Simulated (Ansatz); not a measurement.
Isolated molecules relaxed with PBE0-D4/def2-TZVP in Ansatz; ΔE leaves out vibrations. CCSD(T)/CBS is the MP2 limit (def2-TZVPP, def2-QZVPP) plus CCSD(T) − MP2 in def2-TZVPP, frozen cores. This one scheme is used for every species. Each species was taken in one conformer, which may not be the lowest.

Consider the ligand exchange at the Si–O bond: `B[SiH2]O[SiH2]F` + HCl → `B[SiH2]Cl` + `O[SiH2]F`.

```csv
level,ΔE (kJ/mol)
MP2/def2-TZVPP,6.4
HF/CBS(def2),15.0
```

Q: What does CCSD(T)/CBS give? (An estimate is asked.)

A: The calculation gave: +7.4 kJ/mol. The listed levels differ from it by -1.0, 7.6 kJ/mol.

Largest T1 diagnostic among the species: 0.012.

The D4 term adds +5.4 kJ/mol with B3LYP and +3.4 kJ/mol with PBE0; it sums over pairs of atoms, weighted by their polarisabilities, and B3LYP, whose exchange is more repulsive, gets the larger term.

B3LYP here is the variant with VWN-RPA as its local correlation; programs differ in this.
